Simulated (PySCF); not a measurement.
A run for PySCF: R-HF/STO-3G on GeRu, 2S+1 = 1, a spin state set in the input, which need not be the lowest, a point of a bond scan (R = 2.256 Å).

```python
from pyscf import gto, scf, dft, mp
from pyscf.data.elements import chemcore

mol = gto.M(
    atom='''
    Ru    0.00000000    0.00000000    0.00000000
    Ge    0.00000000    0.00000000    2.25621300
    ''',
    basis='sto-3g',
    charge=0, spin=0, verbose=3, max_memory=1800)
mf = scf.RHF(mol)
mf.conv_tol = 1e-8
mf.max_cycle = 100
mf.kernel()
if not mf.converged:
    mf = mf.newton().run(mf.mo_coeff, mf.mo_occ)
```

The log:

```
converged SCF energy = -6449.22169820531
```

The calculation finished and met its thresholds.

Cost: about 0.28 core-seconds (a rough figure).
